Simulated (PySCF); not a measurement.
## Electron correlation in Hg²⁺ (mercury, charge +2)

[Xe] 4f14 5d9 6p1, one real determinant (an excited configuration). Calculation: PySCF 2.14, in def2-TZVPPD with the def2 core potential (60 electrons); scalar relativity through the core potential. Frozen: 5s2 5p6; 10 electrons correlated.

```json
{"level": "CCSD", "correlation energy (mhartree)": "-273.42"}
{"level": "(T)", "correlation energy (mhartree)": "-8.35"}
{"level": "CCSD(T)", "correlation energy (mhartree)": "-281.77"}
```

Diagnostics: T1 = 0.0081, D1 = 0.0327, largest double amplitude 0.046.

The real determinant used has ⟨L²⟩ near 8 against 12 for a pure F term, so it mixes terms. Spin-orbit coupling, absent here, splits the open shell strongly.

Cost of the coupled-cluster step: roughly 8 core-seconds, for 10 correlated electrons.

Iterations:

```
CC2 = 0
CCSD nocc = (np.int64(6), np.int64(4)), nmo = (58, 58)
frozen orbitals [[0, 1, 2, 3], [0, 1, 2, 3]]
max_cycle = 100
direct = 0
conv_tol = 1e-08
conv_tol_normt = 1e-06
diis_space = 8
diis_start_cycle = 0
Init t2, MP2 energy = -0.283454680705306
Init E_corr(UCCSD) = -0.283454680710769
cycle = 1  E_corr(UCCSD) = -0.269205913690548  dE = 0.014248767  norm(t1,t2) = 0.0372703
cycle = 2  E_corr(UCCSD) = -0.272243459373752  dE = -0.00303754568  norm(t1,t2) = 0.0146277
cycle = 3  E_corr(UCCSD) = -0.272937482981173  dE = -0.000694023607  norm(t1,t2) = 0.00894506
cycle = 4  E_corr(UCCSD) = -0.27326709820853  dE = -0.000329615227  norm(t1,t2) = 0.00459793
cycle = 5  E_corr(UCCSD) = -0.273259448060314  dE = 7.65014822e-06  norm(t1,t2) = 0.00364258
cycle = 6  E_corr(UCCSD) = -0.273427869032871  dE = -0.000168420973  norm(t1,t2) = 0.00233091
cycle = 7  E_corr(UCCSD) = -0.273411319179361  dE = 1.65498535e-05  norm(t1,t2) = 0.000809061
cycle = 8  E_corr(UCCSD) = -0.273409723092662  dE = 1.5960867e-06  norm(t1,t2) = 0.000285525
cycle = 9  E_corr(UCCSD) = -0.27341597027356  dE = -6.2471809e-06  norm(t1,t2) = 6.94466e-05
cycle = 10  E_corr(UCCSD) = -0.273415463736272  dE = 5.06537288e-07  norm(t1,t2) = 1.22183e-05
cycle = 11  E_corr(UCCSD) = -0.273415338696178  dE = 1.25040094e-07  norm(t1,t2) = 4.66855e-06
cycle = 12  E_corr(UCCSD) = -0.273415307628998  dE = 3.10671797e-08  norm(t1,t2) = 1.61249e-06
cycle = 13  E_corr(UCCSD) = -0.273415311524523  dE = -3.8955249e-09  norm(t1,t2) = 5.3107e-07
UCCSD converged
E(UCCSD) = -151.3648050834892  E_corr = -0.2734153115245227
UCCSD(T) correction = -0.00834761366908597
```

The reference is one real determinant that mixes LS terms of this configuration.
